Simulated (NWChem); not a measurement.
C₄H₆Si; SMILES C(=C\C#C)/[SiH3]

Computed with NWChem. Medium grid unless said otherwise, to which SCAN and Minnesota functionals are sensitive. Coordinates come from a PBE0/def2-SVP optimisation. Hybrids' shares of exact exchange are those that their runs print; pure functionals count as 0. The functionals differ in more than this share.

```
row              share of exact exchange  orbital gap (eV)
---------------  -----------------------  ----------------
PBE/def2-SVP                        0.00              3.94
BLYP/def2-SVP                       0.00              3.93
TPSSh/def2-SVP                      0.10              4.86
B3LYP/def2-SVP                      0.20              5.48
PBE0/def2-SVP                       0.25          withheld
M06-2X/def2-SVP                     0.54              7.88
```

**Question.** Fit a straight line of the last column on the one before it, predict the withheld value, and compare with the run.

**Answer.** 
1. Means of the 5 shown rows: x = 0.168, y = 5.218. Slope Σ(x − x̄)(y − ȳ)/Σ(x − x̄)² = 1.454/0.2005 = 7.253; intercept 3.999.
2. The shown rows scatter about the line by 0.076 (root mean square); the largest residual is +0.14, at TPSSh/def2-SVP.
3. At x = 0.25 (PBE0/def2-SVP; inside the shown range) the line gives 5.81.
4. The run gives 5.88, +0.07 from the line, 0.9 times the scatter.
